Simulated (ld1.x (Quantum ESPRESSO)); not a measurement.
**Ti: ultrasoft pseudisation with PBE, scalar-relativistic reference atom.**

* Element: titanium
* Generator: ld1.x (Quantum ESPRESSO) 7.5
* Type: ultrasoft
* Functional: PBE
* Relativity: scalar-relativistic
* Frozen core: [Ne]
* Valence charge: 12
* Reference configuration: 3s2 3p6 3d2 4s2 4p0
* Partial waves: 3s (bound): rcut 1.50, rcutus 1.95 bohr; 4s (bound): rcut 1.50, rcutus 1.95 bohr; 3p (bound): rcut 1.50, rcutus 1.55 bohr; 4p (bound, empty): rcut 1.50, rcutus 1.55 bohr; 3d (bound): rcut 2.10, rcutus 2.55 bohr; 3d channel at 0.3 Ry: rcut 2.10, rcutus 2.55 bohr; 4f channel at 0.15 Ry: rcut 1.95, rcutus 2.40 bohr; 4f channel at 1.55 Ry: rcut 1.95, rcutus 2.40 bohr
* Local potential: all-electron potential smoothed inside 1.30 bohr (lloc = -1)
* Core correction: none
* Augmentation charge: built from norm-conserving waves at rcut, not smoothed further

Poles of the logarithmic derivatives, all-electron (AE) and pseudo (PS). s: poles at -4.6, 1.9 (AE) and -4.8, 2.6 (PS) Ry. p: poles at -2.8, 2.8 (AE) and -3.0, -0.9, 3.7 (PS) Ry. d: poles at -0.1, 4.1 (AE) and -0.2, 0.4 (PS) Ry. f: poles at 4.0 (AE) and 3.7 (PS) Ry. Test radius 2.76 bohr.

- Configuration tests: test run stopped at test 3 of 7 (negative rho), 1 before it not solved
- Lowest eigenvalue of the overlap operator: -0.27 (f channel); it is negative, so in a basis up to 400 Ry S is not positive definite and the file is unfit for use

The ghost test of this file was not conclusive. Its overlap operator is not positive definite in a basis up to 400 Ry (lowest eigenvalue s -0.07, p -0.0001, f -0.27), so the file is unfit for use: the generalised eigenproblem breaks down once the basis is large enough, and its test numbers describe a broken file. The potential misses its own reference levels by up to 2.3 eV, so it is not fit for use.
